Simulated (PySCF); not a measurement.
GeFBr, SMILES [F][Ge][Br] (connectivity only; charge and spin as stated), neutral, multiplicity 1. Heavy atoms are numbered as in [Ge:1]([F:2])[Br:3].

Coordinates come from a PBE0-D3(BJ)/def2-TZVP optimisation.

Calculation: M06-2X/def2-TZVPD (PySCF).

Mulliken values depend strongly on the basis, most of all with diffuse functions as here. Atomic charges (e), one atom of each kind:

```csv
atom,Mulliken,IAO
Ge1,0.62,0.83
F2,-0.34,-0.55
Br3,-0.28,-0.28
```
